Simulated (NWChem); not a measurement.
System: C2H7GaO; SMILES [CH3][Ga]([CH3])[OH]

Here is an NWChem input.

```
start job
memory heap 200 mb stack 900 mb global 1100 mb
geometry units angstroms
  Ga    -0.040650    -0.002762    -0.020360
  C     -1.467057    -1.473037     0.063336
  H     -1.047730    -2.412687    -0.301861
  H     -2.342769    -1.225497    -0.533832
  H     -1.778512    -1.622811     1.099079
  C      0.082280     1.772972    -1.007030
  H      0.954766     1.759932    -1.661649
  H      0.216823     2.576566    -0.281745
  H     -0.808382     1.973334    -1.602421
  O      1.401408    -0.228835     0.909069
  H      1.873784    -0.799442     1.506001
end
basis spherical
  * library def2-svp
end
dft
  xc pbe0
  iterations 150
end
driver
  maxiter 120
end
task dft optimize
task dft freq
```

The optimisation ended at a saddle point (imaginary frequency).

The level has its own optimisation; frequencies are unscaled.

### Question
Predict the main results of this run. (PBE0/def2-SVP.) Quantities: r Ga–O (Å); r C–H (Å); r H–O (Å); highest harmonic frequency (cm⁻¹); lowest (cm⁻¹); zero-point energy (kcal/mol); dipole (D).

### Answer
The r Ga–O (Å) is 1.798, the r C–H (Å) is 1.101 and the r H–O (Å) is 0.962. The highest harmonic frequency (cm⁻¹) is 3923, the lowest (cm⁻¹) is -51 and the zero-point energy (kcal/mol) comes out as 53.2. The dipole (D) is 1.75.
